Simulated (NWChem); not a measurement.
Molecule: selenium dioxide (SeO$_{2}$); SMILES O=[Se]=O

```xyz
3

O      1.3711     0.0000    -0.6039
Se     0.0000     0.0000     0.2658
O     -1.3711     0.0000    -0.6039
```
Atoms are numbered in this order, from 1.

Geometry: optimised at B3LYP/6-31G* (spherical d).

Spin-orbit effects, on the heavy nuclei and on their neighbours, are missing.

Task: Give the principal values of the shielding tensors (ppm) of O1, Se2 from PBE0/x2c-SVPall-s, scalar ZORA without spin-orbit coupling, GIAO (NWChem), with their diamagnetic and paramagnetic parts as GIAO splits them.

Result: 
```
atom      σ11     σ22    σ33  isotropic  diamagnetic  paramagnetic
----  -------  ------  -----  ---------  -----------  ------------
O1    -1552.8  -791.2   90.6     -751.1        397.3       -1148.5
Se2   -1579.2  -662.8  265.7     -658.8       2986.1       -3644.9
```
